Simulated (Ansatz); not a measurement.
Ansatz (a first-principles code) input (PBE/STO-3G):

Ansatz 0.2 input:
```yaml
crystal:
  periodic: [false, false, false]
  atoms:
    - {symbol: O, position_ang: [-0.18076600, 1.81452200, -0.69645900]}
    - {symbol: Si, position_ang: [-0.02871200, 0.49363000, 0.28003100]}
    - {symbol: Cl, position_ang: [1.70252400, -0.52665400, -0.07072200]}
    - {symbol: Cl, position_ang: [-1.59247800, -0.79978300, 0.07289900]}
    - {symbol: H, position_ang: [-0.02268200, 1.12244300, 1.61421700]}
basis:
  gaussian:
    orbitals: STO-3G
hamiltonian:
  xc: {name: PBE}
magnetization: {spin_polarized: true, initial_magnetization: 1}
output: {forces: true}
```

Output:

```
Functional definition: PBE
integrals: 0.01 GiB planned
371 factors; integrals over basis functions are off by at most 1.8e-5 eV
mean field: 0.09 GiB planned
mean field evaluation 1: about -34573.1979 eV, gradient 2.2e1 eV
mean field evaluation 2: about -34569.4626 eV, gradient 3.4e1 eV
mean field evaluation 4: about -34577.0680 eV, gradient 2.2e0 eV
mean field evaluation 8: about -34577.0967 eV, gradient 2.2e-2 eV
mean field evaluation 16: about -34577.0967 eV, gradient 1.9e-5 eV
mean field evaluation 32: about -34576.8985 eV, gradient 1.3e0 eV
mean field -34577.09668160 eV, -1270.6848658508 hartree, gradient 1.2e-5 eV, S^2 0.752084; 4 other end points of the search recorded, 0 dependent functions left out
the calculation of the forces begins
reference -34577.09669738 eV, -1270.6848664309 hartree; 29, 28 occupied and 4, 5 virtual orbitals, 371 factors
Total energy: -34577.09669738 eV, -1270.6848664309 hartree
Atom 0 at    -0.180766     1.814522    -0.696459 Å, force    -0.229245     1.955315    -1.540922 eV/Å
Atom 1 at    -0.028712     0.493630     0.280031 Å, force     0.041712     0.486254     1.881710 eV/Å
Atom 2 at     1.702524    -0.526654    -0.070722 Å, force     1.536197    -0.964250    -0.226437 eV/Å
Atom 3 at    -1.592478    -0.799783     0.072899 Å, force    -1.370584    -1.205199    -0.099738 eV/Å
Atom 4 at    -0.022682     1.122443     1.614217 Å, force     0.021920    -0.272119    -0.014613 eV/Å
Dipole moment:    -0.024173     0.396535     0.199514 e Å
```

The geometry given is a B3LYP-D3(BJ)/def2-TZVP minimum.
